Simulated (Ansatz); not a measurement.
Born–Oppenheimer molecular dynamics of C₂H₁₀BN (14 atoms, charge 0, multiplicity 1). It starts at the highest image of a converged band. Of that band: The profile has 3 maxima (images 5, 7, 9) with wells between them (images 6, 8): this band takes more than one step, which may be the mechanism or a detour left from its start path. Neighbouring images differ by up to 1.5 eV, so the band resolves the path poorly. A vibrational analysis at the climbing image gives one clearly imaginary mode, 1430i cm⁻¹: a first-order saddle point.

Theory: RKS B3LYP-D4/def2-SVP (Ansatz 0.2.0).

```
ensemble                      : NVE (velocity Verlet)
time step                     : 0.5 fs
steps asked                   : 200
starting velocities drawn for : 300 K
seed                          : 5558
```

First frame:

```xyz
14
Properties=species:S:1:pos:R:3
B 0.009 -0.361 0.099
N 0.025 0.089 1.626
H -0.816 0.515 2.005
H 0.871 0.521 1.986
C 1.385 -0.103 -0.662
H 1.437 -0.643 -1.621
H 1.476 0.975 -0.892
H 2.276 -0.386 -0.074
C -1.385 -0.109 -0.631
H -1.457 -0.649 -1.589
H -2.262 -0.395 -0.024
H -1.485 0.969 -0.861
H 0.015 -1.783 0.433
H 0.024 -1.216 1.286
```

Problem. How far do the bonds stretch over the last three quarters of this one trajectory? (Pairs bonded in most of those frames.)

Solution. 
| bond | mean (Å) | spread (Å) | shortest | longest |
| --- | --- | --- | --- | --- |
| B1–C5 | 1.604 | 0.034 | 1.56 | 1.66 |
| B1–C9 | 1.596 | 0.027 | 1.56 | 1.66 |
| B1–H13 | 1.221 | 0.049 | 1.15 | 1.29 |
| N2–H3 | 1.027 | 0.027 | 0.98 | 1.08 |
| N2–H4 | 1.026 | 0.029 | 0.97 | 1.09 |
| N2–H14 | 1.029 | 0.038 | 0.96 | 1.10 |
| C5–H6 | 1.110 | 0.017 | 1.08 | 1.14 |
| C5–H7 | 1.109 | 0.022 | 1.07 | 1.14 |
| C5–H8 | 1.107 | 0.031 | 1.06 | 1.16 |
| C9–H10 | 1.111 | 0.022 | 1.08 | 1.15 |
| C9–H11 | 1.104 | 0.014 | 1.08 | 1.13 |
| C9–H12 | 1.107 | 0.027 | 1.06 | 1.15 |

Mean temperature of the second half: 475 K. The conserved energy stayed within 0.21 meV per atom of its start (net change 0.063 meV per atom), so the integration is sound. The kinetic energy rose, since the run started high on the potential surface and went downhill. It ends in pieces (C2H7B + H3N), so much of that is their flight and rotation, not heat. A run of 0.1 ps of so small a system gives no equilibrium averages. The orbitals stay closed-shell, which can raise the energy where a bond breaks towards radicals; this wasn't checked here.

Time of the run: 8.6 min on 2 threads of Arm Neoverse V1, with other jobs on the host, peak memory 0.22 GiB.
